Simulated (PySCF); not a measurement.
Diatomics of Ge with the fifth-period p block

PBE0 with double-zeta basis sets in PySCF, for the lowest determinant that a PBE0 search found; no spin–orbit coupling. De refers to high-spin ground-configuration atoms. A positive dipole means M(−)Ge(+).

```tsv
M	basis	state (unpaired electrons)	Re (Å)	ωe (cm⁻¹)	De (eV)	μ (D)
In	def2-SVP	quartet (σ ↑, π ↑↑)	2.668	182	2.24	-1.95
Sn	def2-SVP	triplet (π ↑↑)	2.576	243	2.61	-0.68
Sb	def2-SVP	doublet (π ↑)	2.445	292	2.58	0.30
Te	def2-SVP	singlet (closed shell)	2.345	337	4.36	1.18
I	cc-pVDZ-PP	doublet (π ↑)	2.547	242	3.12	1.53
```

The shortest bond is that of GeTe (2.345 Å), the longest that of InGe (2.668 Å). GeTe is bound most strongly (4.36 eV) and InGe least (2.24 eV).

The rows differ in basis set, which adds steps of its own.

The state changes along the series, so neighbouring rows are not always alike in their bonding.

Spin–orbit coupling is left out, which matters for elements this heavy, above all for dissociation energies. States were picked by a PBE0 search and need not be the measured ground states.
